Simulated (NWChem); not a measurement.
Program: NWChem. System: ethylene carbonate (C₃H₄O₃), charge 0, spin multiplicity 1, at a geometry optimised with PBE0/def2-SVP. Level: MP2/def2-SVP, 6 core orbitals frozen.

Job file:

```
start mol
memory heap 200 mb stack 900 mb global 1100 mb
geometry units angstroms nocenter noautoz
  O      0.000000     0.000000    -2.031023
  C      0.000000     0.000000    -0.846398
  O     -0.100239     1.099872    -0.070167
  C      0.098918     0.757940     1.286861
  C     -0.098918    -0.757940     1.286861
  O      0.100239    -1.099872    -0.070167
  H     -0.628574     1.295601     1.910106
  H      1.116566     1.051794     1.593352
  H      0.628574    -1.295601     1.910106
  H     -1.116566    -1.051794     1.593352
  symmetry group C2
end
basis spherical
  * library def2-svp
end
scf
  rhf
  nopen 0
  maxiter 100
  thresh 1e-7
  semidirect memsize 60000000 filesize 0
end
mp2
  freeze core 6
end
task mp2 energy
```

Output (cleaned and shortened):

```
             Northwest Computational Chemistry Package (NWChem) 7.3.0
             --------------------------------------------------------

                                NWChem Input Module
                                -------------------

 Scaling coordinates for geometry "geometry" by  1.889725989
 (inverse scale =  0.529177249)

 Turning off AUTOSYM since
 SYMMETRY directive was detected!

                             Geometry "geometry" -> ""
                             -------------------------

 Output coordinates in angstroms (scale by  1.889725989 to convert to a.u.)

  No.       Tag          Charge          X              Y              Z
 ---- ---------------- ---------- -------------- -------------- --------------
    1 O                    8.0000     0.00000000     0.00000000    -2.03102300
    2 C                    6.0000     0.00000000     0.00000000    -0.84639800
    3 O                    8.0000    -0.10023900     1.09987200    -0.07016700
    4 C                    6.0000     0.09891800     0.75794000     1.28686100
    5 C                    6.0000    -0.09891800    -0.75794000     1.28686100
    6 O                    8.0000     0.10023900    -1.09987200    -0.07016700
    7 H                    1.0000    -0.62857400     1.29560100     1.91010600
    8 H                    1.0000     1.11656600     1.05179400     1.59335200
    9 H                    1.0000     0.62857400    -1.29560100     1.91010600
   10 H                    1.0000    -1.11656600    -1.05179400     1.59335200

 Effective nuclear repulsion energy (a.u.)     247.6038549835

            Nuclear Dipole moment (a.u.)
            ----------------------------
        X                 Y               Z
 ---------------- ---------------- ----------------
     0.0000000000     0.0000000000     0.0000075589

      Symmetry information
      --------------------

 Group name             C2
 Group number              4
 Group order               2
 No. of unique centers     6

      Symmetry unique atoms

     1    2    3    4    7    8


 Summary of "ao basis" -> "" (spherical)
 ------------------------------------------------------------------------------
       Tag                 Description            Shells   Functions and Types
 ---------------- ------------------------------  ------  ---------------------
 *                          def2-svp                  on all atoms

 Summary of "ao basis" -> "ao basis" (spherical)
 ------------------------------------------------------------------------------
       Tag                 Description            Shells   Functions and Types
 ---------------- ------------------------------  ------  ---------------------
 O                          def2-svp                 6       14   3s2p1d
 C                          def2-svp                 6       14   3s2p1d
 H                          def2-svp                 3        5   2s1p

                                 NWChem SCF Module
                                 -----------------

  ao basis        = "ao basis"
  functions       =   104
  atoms           =    10
  closed shells   =    23
  open shells     =     0
  charge          =   0.00
  wavefunction    = RHF
  use symmetry    = T
  symmetry adapt  = T

 Summary of "ao basis" -> "ao basis" (spherical)
 ------------------------------------------------------------------------------
       Tag                 Description            Shells   Functions and Types
 ---------------- ------------------------------  ------  ---------------------
 O                          def2-svp                 6       14   3s2p1d
 C                          def2-svp                 6       14   3s2p1d
 H                          def2-svp                 3        5   2s1p

      Symmetry analysis of basis
      --------------------------

        a          54
        b          50

 Forming initial guess at       0.0s

      Superposition of Atomic Density Guess
      -------------------------------------

 Sum of atomic energies:        -338.94500923

      Non-variational initial energy
      ------------------------------

 Total energy =    -342.265484
 1-e energy   =    -954.479239
 2-e energy   =     364.609900
 HOMO         =      -0.336970
 LUMO         =       0.099744

      Symmetry analysis of molecular orbitals - initial
      -------------------------------------------------

  Numbering of irreducible representations:

     1 a           2 b

  Orbital symmetries:

     1 a           2 a           3 b           4 a           5 b
     6 a           7 a           8 a           9 b          10 a
    11 b          12 a          13 b          14 a          15 b
    16 a          17 b          18 a          19 b          20 b
    21 b          22 a          23 a          24 b          25 a
    26 a          27 b          28 b          29 b          30 a
    31 a          32 b          33 a

 Starting SCF solution at       0.7s

 ----------------------------------------------
         Quadratically convergent ROHF

 Convergence threshold     :          1.000E-07
 Maximum no. of iterations :          100
 Final Fock-matrix accuracy:          1.000E-09
 ----------------------------------------------

              iter       energy          gnorm     gmax       time
             ----- ------------------- --------- --------- --------
                 1     -340.1162803703  1.65D+00  4.12D-01      0.8
                 2     -340.2527243559  4.30D-01  7.75D-02      0.9
                 3     -340.2683158058  3.73D-02  9.01D-03      1.1
                 4     -340.2685274354  8.60D-04  2.74D-04      1.5
[...]
       Final RHF  results
       ------------------

         Total SCF energy =   -340.268527502919
      One-electron energy =   -956.454769027681
      Two-electron energy =    368.582386541267
 Nuclear repulsion energy =    247.603854983495

        Time for solution =      1.7s

       Symmetry analysis of molecular orbitals - final
       -----------------------------------------------

  Numbering of irreducible representations:

     1 a           2 b

  Orbital symmetries:

     1 b           2 a           3 a           4 a           5 a
     6 b           7 a           8 b           9 a          10 a
    11 b          12 a          13 b          14 a          15 b
    16 a          17 a          18 b          19 b          20 a
    21 a          22 b          23 b          24 a          25 b
    26 b          27 b          28 a          29 a          30 b
    31 a          32 b          33 a

             Final eigenvalues
             -----------------

              1
    1  -20.6204
    2  -20.6203
    3  -20.5428
    4  -11.4423
    5  -11.3309
    6  -11.3303
    7   -1.5257
    8   -1.3911
    9   -1.3790
   10   -1.0530
   11   -0.9168
   12   -0.8387
   13   -0.7573
   14   -0.7310
   15   -0.7006
   16   -0.6437
   17   -0.6376
   18   -0.6199
   19   -0.5772
   20   -0.5488
   21   -0.4843
   22   -0.4819
   23   -0.4713
   24    0.1558
   25    0.1880
   26    0.2095
   27    0.2226
   28    0.2300
   29    0.2680
   30    0.3285
   31    0.3529
   32    0.3982
   33    0.4983

                       ROHF Final Molecular Orbital Analysis
                       -------------------------------------

 Vector   21  Occ=2.000000D+00  E=-4.843037D-01  Symmetry=a
              MO Center= -2.8D-16,  1.0D-15,  7.4D-01, r^2= 2.8D+00
   Bfn.  Coefficient  Atom+Function         Bfn.  Coefficient  Atom+Function
  ----- ------------  ---------------      ----- ------------  ---------------
    32      0.334932   3 O  px               74     -0.334932   6 O  px
    35      0.280511   3 O  px               77     -0.280511   6 O  px
    90     -0.231648   8 H  s               100     -0.231648  10 H  s
    46     -0.215335   4 C  px               60      0.215335   5 C  px

 Vector   22  Occ=2.000000D+00  E=-4.819298D-01  Symmetry=b
              MO Center= -9.7D-15,  1.3D-14, -1.6D+00, r^2= 1.7D+00
   Bfn.  Coefficient  Atom+Function         Bfn.  Coefficient  Atom+Function
  ----- ------------  ---------------      ----- ------------  ---------------
     5      0.530487   1 O  py                8      0.374523   1 O  py
     4     -0.218034   1 O  px                7     -0.163395   1 O  px

 Vector   23  Occ=2.000000D+00  E=-4.713448D-01  Symmetry=b
              MO Center= -2.9D-15, -3.7D-15, -1.1D+00, r^2= 2.6D+00
   Bfn.  Coefficient  Atom+Function         Bfn.  Coefficient  Atom+Function
  ----- ------------  ---------------      ----- ------------  ---------------
     4      0.401857   1 O  px                7      0.312403   1 O  px
    32     -0.261389   3 O  px               74     -0.261389   6 O  px
     5      0.244526   1 O  py               35     -0.222366   3 O  px
    77     -0.222366   6 O  px                8      0.173555   1 O  py

 Vector   24  Occ=0.000000D+00  E= 1.558091D-01  Symmetry=a
              MO Center=  1.4D-16, -8.7D-17,  1.9D+00, r^2= 5.6D+00
   Bfn.  Coefficient  Atom+Function         Bfn.  Coefficient  Atom+Function
  ----- ------------  ---------------      ----- ------------  ---------------
    45      1.526805   4 C  s                59      1.526805   5 C  s
    86     -1.085401   7 H  s                96     -1.085401   9 H  s
    91     -1.051286   8 H  s               101     -1.051286  10 H  s
    50      0.401525   4 C  py               64     -0.401525   5 C  py
    17     -0.368475   2 C  s                51      0.369670   4 C  pz

 Vector   25  Occ=0.000000D+00  E= 1.880210D-01  Symmetry=b
              MO Center= -3.4D-16, -4.6D-16,  1.4D+00, r^2= 6.1D+00
   Bfn.  Coefficient  Atom+Function         Bfn.  Coefficient  Atom+Function
  ----- ------------  ---------------      ----- ------------  ---------------
    91      1.276266   8 H  s               101     -1.276266  10 H  s
    86     -0.726226   7 H  s                96      0.726226   9 H  s
    49     -0.689031   4 C  px               63     -0.689031   5 C  px
    45     -0.549578   4 C  s                59      0.549578   5 C  s
    21      0.323044   2 C  px                7     -0.214234   1 O  px

 Vector   26  Occ=0.000000D+00  E= 2.095489D-01  Symmetry=b
              MO Center= -7.3D-16,  6.5D-16,  1.9D+00, r^2= 6.3D+00
   Bfn.  Coefficient  Atom+Function         Bfn.  Coefficient  Atom+Function
  ----- ------------  ---------------      ----- ------------  ---------------
    45      2.296572   4 C  s                59     -2.296572   5 C  s
    86     -1.579036   7 H  s                96      1.579036   9 H  s
    91     -0.814943   8 H  s               101      0.814943  10 H  s
    51      0.489448   4 C  pz               65     -0.489448   5 C  pz
    49     -0.200755   4 C  px               63     -0.200755   5 C  px

 center of mass
 --------------
 x =   0.00000000 y =   0.00000000 z =  -0.14902556

 moments of inertia (a.u.)
 ------------------
         658.867219537180           3.577632117183           0.000000000000
           3.577632117183         465.195162146489           0.000000000000
           0.000000000000           0.000000000000         221.280727003865

  Mulliken analysis of the total density
  --------------------------------------

    Atom       Charge   Shell Charges
 -----------   ------   -------------------------------------------------------
    1 O    8     8.35   1.99  1.08  0.69  2.82  1.75  0.02
    2 C    6     5.31   1.99  0.89  0.03  1.84  0.36  0.20
    3 O    8     8.51   1.99  1.06  0.74  2.87  1.83  0.02
    4 C    6     5.79   1.99  0.88  0.17  1.99  0.69  0.07
    5 C    6     5.79   1.99  0.88  0.17  1.99  0.69  0.07
    6 O    8     8.51   1.99  1.06  0.74  2.87  1.83  0.02
    7 H    1     0.93   0.76  0.15  0.02
    8 H    1     0.94   0.76  0.15  0.02
    9 H    1     0.93   0.76  0.15  0.02
   10 H    1     0.94   0.76  0.15  0.02

       Multipole analysis of the density wrt the origin
       ------------------------------------------------

     L   x y z        total         open         nuclear
     -   - - -        -----         ----         -------
     0   0 0 0     -0.000000      0.000000     46.000000

     1   1 0 0      0.000000      0.000000      0.000000
     1   0 1 0     -0.000000      0.000000      0.000000
     1   0 0 1      2.349400      0.000000      0.000008

     2   2 0 0    -23.819511      0.000000     12.719534
     2   1 1 0      0.528805      0.000000     -0.515239
     2   1 0 1     -0.000000      0.000000      0.000000
     2   0 2 0    -27.477786      0.000000    113.627254
     2   0 1 1      0.000000      0.000000     -0.000000
     2   0 0 2    -27.198109      0.000000    248.632615

                   NWChem MP2 Semi-direct Energy/Gradient Module
                   ---------------------------------------------

  Basis functions       =    104
  Molecular orbitals    =    104
  Frozen core           =      6
  Frozen virtuals       =      0
  Active alpha occupied =     17
  Active beta occupied  =     17
  Active alpha virtual  =     81
  Active beta virtual   =     81
  Use MO symmetry       = T
  Use skeleton AO sym   = T

  AO/Fock/Back tols     =   1.0D-09  1.0D-09  1.0D-09

 GA uses MA = F    GA memory limited = T

 Available:
  local mem=  1.26D+08
 global mem=  1.44D+08
 local disk=  0.00D+00
  mp2_memr nvloc                    81
  nvloc new                    81
   1 passes of  17:        3145728                      57178                  25052155.
   1 passes of  17: M    126140689           G      144157568           F     122994961.

 Semi-direct pass number   1 of   1  for RHF alpha+beta  at        2.4s
  vrange nnbf                  5347
  mp2_eaftype                    95  avail_ma_in_mb                  1099
 EAF : mp2_eaftype filesize          95   12526078.
  mp2_eaf for mointskh                     95
Node 0 wrote     58.9 Mb in      0.0 s     Agg I/O rate:  2632.1 Mb/s
 Done moints_semi at        5.7s
  mp2_eaftype                    95  avail_ma_in_mb                  1004
 EAF : mp2_eaftype filesize          95   12526078.
  mp2_eaf for kh                    95
 Done maket at        6.1s
 Done multipass loop at        6.1s

          -------------------------------------------
          SCF energy                -340.268527502919
          Correlation energy          -0.929702215699
          Singlet pairs               -0.562092678704
          Triplet pairs               -0.367609536995
          Total MP2 energy          -341.198229718619
          -------------------------------------------

          ---------------------------------------------------
                    Spin Component Scaled (SCS) MP2
          Same spin pairs                     -0.245073024663
          Same spin scaling factor             0.333333333333
          Opposite spin pairs                 -0.684629191036
          Opposite spin scaling fact.          1.200000000000
          SCS-MP2 correlation energy          -0.903246037464
          Total SCS-MP2 energy              -341.171773540384
          ---------------------------------------------------

 -----------------------
 Performance information
 -----------------------

 Timer overhead =  1.25D-07 seconds/call

               Nr. of calls         CPU time (s)                 Wall time (s)                GFlops
             ---------------    -------------------     ------------------------------   -------------------
Name         Min   Avg   Max    Min     Avg     Max     Min     Avg     Max   Mx/calls   Min     Max     Sum
mp2: moin     1     1     1    3.3     3.3     3.3      3.3     3.3     3.3     3.3      0.0     0.0     0.0
mp2: make     1     1     1   0.33    0.33    0.33     0.33    0.33    0.33    0.33      0.0     0.0     0.0
mp2: tota     1     1     1    3.7     3.7     3.7      3.7     3.7     3.7     3.7      0.0     0.0     0.0

 The average no. of pstat calls per process was 3.00D+00
 with a timing overhead of 3.74D-07s

 Task  times  cpu:        6.0s     wall:        6.0s

 Total times  cpu:        6.1s     wall:        6.1s
```
